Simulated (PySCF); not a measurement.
This PySCF input asks for the NMR shieldings of `C#C[C@@H](C[SiH3])[SiH2]C#N`, C5H9NSi2; the geometry comes from GFN2-xTB.

```python
import basis_set_exchange as bse
import numpy as np
from pyscf import gto, dft
from pyscf.prop import nmr

atoms = """
C    -0.418847    2.925935   -0.933494
C    -0.467192    1.862066   -0.385674
C    -0.508947    0.550998    0.228835
C    -0.495376   -0.529339   -0.866600
Si   -0.991276   -2.268821   -0.278370
Si    0.946134    0.433982    1.470719
C     2.493890    0.400758    0.425841
N     3.431853    0.367443   -0.230919
H    -0.390413    3.861118   -1.407164
H    -1.451270    0.480000    0.787006
H     0.491363   -0.554258   -1.336164
H    -1.192459   -0.222793   -1.653295
H     0.041344   -2.830988    0.594725
H    -1.180286   -3.125309   -1.447823
H    -2.249378   -2.164952    0.469266
H     1.013189    1.633397    2.306766
H     0.920675   -0.807208    2.246434
"""
names = dict.fromkeys(["C", "Si", "N", "H"], "pcSseg-1")
basis = {el: gto.basis.parse(bse.get_basis(n, elements=[el], fmt="nwchem")) for el, n in names.items()}
mol = gto.M(atom=atoms, basis=basis, charge=0, verbose=0)
mf = dft.RKS(mol, xc="PBE0")
mf.grids.level = 2
mf.grids.alignment = dft.numint.BLKSIZE   # the property module wants whole blocks of grid points
mf.conv_tol = 1e-9
mf.kernel()

calc = nmr.RKS(mf)   # GIAO
C = mf.mo_coeff
Co = C[:, mf.mo_occ > 0]
resp = mf.gen_response(singlet=True, hermi=2)
def vind(x):   # induced exchange potential for any number of trial vectors
    d = np.einsum("pi,xij,qj->xpq", C, 2 * x.reshape(-1, C.shape[1], Co.shape[1]), Co, optimize=True)
    return np.einsum("xpq,pi,qj->xij", resp(d - d.transpose(0, 2, 1)), C, Co, optimize=True).ravel()
mo1, _ = nmr.rhf.solve_mo1(calc, with_cphf=vind)
sigma = calc.kernel(mo1)
for i, s in enumerate(sigma):   # ppm
    print("%2d %-2s %9.2f" % (i, mol.atom_pure_symbol(i), np.trace(s) / 3))
```

**Question.** What are the results?

**Answer.** 
```
 0 C     108.58
 1 C      96.61
 2 C     172.21
 3 C     172.68
 4 Si    420.35
 5 Si    411.01
 6 C      64.83
 7 N    -100.55
 8 H      29.89
 9 H      29.69
10 H      30.02
11 H      30.15
12 H      27.76
13 H      27.74
14 H      27.99
15 H      27.20
16 H      27.03
```

These numbers come from an equivalent density-fitted implementation of the same equations, which agrees with the script to about 0.01 ppm for H and up to a few tenths of a ppm for heavy atoms, so last digits may differ.

**Question.** Turn these shieldings into chemical shifts. Scale: $^{13}$C (186.93 ppm), $^{29}$Si (349.16 ppm), $^{1}$H (31.72 ppm) against TMS; NH3 for $^{15}$N (267.73 ppm) (reference shieldings calculated alike).

**Answer.** Averaging equivalent atoms: C 6: 122.1; C 1: 90.3; C 0: 78.3; C 2: 14.7; C 3: 14.2; Si 5: -61.9; Si 4: -71.2; N 7: 368.3; H 16: 4.69; H 15: 4.51; H 12/13/14: 3.89; H 9: 2.03; H 8: 1.83; H 10: 1.69; H 11: 1.57 ppm. Experimental scales use liquid or dissolved standards, which lie at an offset from isolated NH3 (liquid NH3: subtract about 20 ppm). Unscaled 15N shifts of sp2 nitrogen often come out too high even then, by a few to some tens of ppm.

Size and cost of the density-fitted run: 195 basis functions, 64 s wall time on 1 thread of an Arm Neoverse N1, shared host; peak memory 0.87 GiB.
